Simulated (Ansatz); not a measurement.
Molecule: C5H10O (charge 0, singlet). SMILES: CCCCC=O
Coordinates optimised at B3LYP-D3(BJ)/def2-TZVP (Ansatz, a quantum-chemistry and plane-wave program):
```xyz
16

C     -2.8458    -0.2890    -0.3223
C     -1.4366    -0.6095    -0.8115
C     -0.3516     0.0296     0.0516
C      1.0540    -0.2890    -0.4349
C      2.1628     0.3166     0.3806
O      2.0079     1.0084     1.3534
H     -2.9965    -0.6454     0.6993
H     -3.6035    -0.7559    -0.9539
H     -3.0261     0.7885    -0.3252
H     -1.2934    -1.6951    -0.8296
H     -1.3227    -0.2713    -1.8469
H     -0.4568    -0.3033     1.0875
H     -0.4861     1.1142     0.0746
H      1.2333    -1.3722    -0.4619
H      1.2041     0.0410    -1.4716
H      3.1871     0.0795     0.0192
```

Quantity: vertical triplet-singlet gap (E(triplet) - E(singlet); each state is the SCF solution reached for its spin), in kcal/mol. Cores are frozen in the correlated levels unless marked. UHF or UKS for open shells. No spin-orbit coupling. Non-relativistic. CBS(X,Y): correlation extrapolated as X^-3; Hartree-Fock from the larger set. The bracket is a focal-point correction in the basis named.

```
level                                                          program  vertical triplet-singlet gap (kcal/mol)
-------------------------------------------------------------  -------  ---------------------------------------
SVWN5/def2-TZVPD                                                Ansatz                                     87.7
PBE/def2-TZVPD                                                  Ansatz                                      ___
wB97X-V/def2-TZVPD                                              Ansatz                                      ___
SCS-MP2/aug-cc-pVDZ                                             Ansatz                                    102.4
CCSD/aug-cc-pVDZ                                                Ansatz                                      ___
RI-MP2/CBS(aug-cc-pVTZ,aug-cc-pVQZ)+[CCSD(T)-MP2]/aug-cc-pVTZ   Ansatz                                     94.3
```

Some entries are withheld; supply them.


- PBE/def2-TZVPD, vertical triplet-singlet gap (kcal/mol): 85.3
- wB97X-V/def2-TZVPD, vertical triplet-singlet gap (kcal/mol): 88.9
- CCSD/aug-cc-pVDZ, vertical triplet-singlet gap (kcal/mol): 91.5
